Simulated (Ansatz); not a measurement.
Ag₂Sn. Charge 0, multiplicity 3. Geometry B3LYP-D4/def2-TZVP; atoms count from 1.

```xyz
3

Ag   -1.212    0.975    0.291
Ag    0.337   -1.120    1.066
Sn    0.875    0.145   -1.357
```

In the def2 sets Ag, Sn take a core potential; there is no spin–orbit coupling. At PBE0-D4/def2-TZVP a singlet of charge 0 lies 0.26 eV below the triplet, each at its own geometry. The structure comes from a short search, and lower isomers may exist.

Estimate the Mulliken populations from the PBE0/def2-TZVP orbitals of Ansatz.


```tsv
atom	charge (e)	spin (α − β)	d electrons
Ag1	0.01	0.22	9.91
Ag2	0.01	0.22	9.91
Sn3	-0.02	1.56	–
```
Mulliken values and Mayer orders depend strongly on the basis.

Where does the spin sit?

Summed by element: Ag 0.44, Sn 1.56, of 2 unpaired in all. Largest on single atoms: Sn3 1.56, Ag1 0.22, Ag2 0.22.

And the Mayer bond orders between bonded heavy atoms (over 0.3)?

Ag1–Ag2 0.56 (2.72 Å); Ag1–Sn3 0.82 (2.79 Å); Ag2–Sn3 0.82 (2.79 Å).
